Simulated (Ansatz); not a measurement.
System: sum formula SiH2F (charge -1, singlet). It need not be the lowest isomer of its formula. Whether it binds its extra electron was not tested at this geometry. 
Structure (B3LYP-D3(BJ)/def2-TZVP (Ansatz, a quantum-chemistry and plane-wave program) minimum search):
```xyz
4

Si    -0.5532     0.1714    -0.1727
F      1.0747    -0.0830     0.2798
H     -0.7058    -1.0631    -1.1116
H     -1.2219    -0.5891     1.0118
```
Charge -1, spin multiplicity 1.

Basis-set convergence of Hartree-Fock and MP2 correlation energies (hartree) with Ansatz. Correlated levels leave the core frozen unless marked. No spin-orbit coupling. Non-relativistic. This anion needs diffuse functions, which these sets lack.

| basis | functions | E(HF) | E(corr, MP2) |
|---|---|---|---|
| def2-SVP | 42 | -389.37189 | -0.29028 |
| def2-TZVPP | 101 | -389.61003 | -0.38954 |
| def2-QZVPP | 187 | (withheld) | (withheld) |

**Question.** Complete the blanks.

**Answer.** 
- def2-QZVPP, E(HF): -389.62678
- def2-QZVPP, E(corr, MP2): -0.42595
